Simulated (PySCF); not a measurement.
Input of a run (PBE0-D3(BJ)/def2-SVP geometry optimisation, gas phase (PySCF 2.14.0)), started from GFN2-xTB:
```
{"job": {"xc": "PBE0", "basis": "def2-SVP", "d3": "d3bj", "grid": 1, "kind": "geom"}, "charge": 0, "multiplicity": 1}
C      2.106982     1.053067    -0.071225
S      1.471158    -0.071534     1.202018
C      0.891523    -1.452660     0.161885
C     -0.318826    -1.112422    -0.682547
Si    -1.734999    -0.341340     0.356500
As    -1.401184     1.950790     0.554292
H      2.626003     1.849932     0.451150
H      1.284908     1.471916    -0.652952
H      2.800155     0.515553    -0.712099
H      0.646418    -2.237641     0.876680
H      1.741654    -1.780141    -0.440974
H     -0.026880    -0.426795    -1.482626
H     -0.657188    -2.028339    -1.168116
H     -2.980838    -0.728569    -0.331115
H     -1.741148    -1.012605     1.664718
H     -2.779568     2.160730     1.095648
H     -1.935166     2.202088    -0.831146
```

Output (energies in Eh, forces in Eh/bohr):
```
step   0  E = -3043.25577428  max force = 0.013438
step   1  E = -3043.25981217  max force = 0.003636
step   2  E = -3043.26014096  max force = 0.001311
step   3  E = -3043.26016364  max force = 0.000466
step   4  E = -3043.26017220  max force = 0.000275
optimisation converged
```

Task: Summarise the run.

Result: The energy falls by 2.8 kcal/mol over 5 energy and gradient evaluations, the largest force component goes from 0.0134 to 2.8e-04 Eh/bohr, and the atoms move by 0.076 Å rms after alignment. The bond that changes most is Si5–As6 (ends: SiH2 silicon; arsenic bonded to Si and 2 H), which lengthens by 0.050 Å. Bonds longer at the end by more than 0.005 Å: 13 of 16; shorter: 3. Among the angles that change most is As6–Si5–H14, from 114.8° to 109.8°. The energy never rose by more than 1e-6 Eh on the way. The first step brought 92 % of the lowering.

Task: What are the final bond lengths?

Result: C1–S2 1.803 Å, S2–C3 1.814 Å, C3–C4 1.524 Å, C4–Si5 1.901 Å, Si5–As6 2.375 Å, C1–H7 1.099 Å, C1–H8 1.101 Å, C1–H9 1.101 Å, C3–H10 1.102 Å, C3–H11 1.103 Å, C4–H12 1.103 Å, C4–H13 1.104 Å, Si5–H14 1.498 Å, Si5–H15 1.496 Å, As6–H16 1.528 Å, As6–H17 1.530 Å. Numbering counts from 1 in the input's order; the species is `CSCC[SiH2][AsH2]`.

The run used 165 basis functions and 32 SCF cycles in all. Hardware: one thread of an Intel Xeon Platinum 8488C, shared host with 96 logical CPUs at a one-minute load of 50. Cost: 54 s of wall time, 0.77 GiB resident at most.

Stationary, but not proved a minimum. The numbers are those of one conformer.

Conformer computed: `[CH3:1][S:2][CH2:3][CH2:4][SiH2:5][AsH2:6]`: C1–S2–C3–C4 -67°, S2–C3–C4–Si5 -50°, C3–C4–Si5–As6 87°, H–As6–Si5–C4 170°, H–As6–Si5–C4 78°.
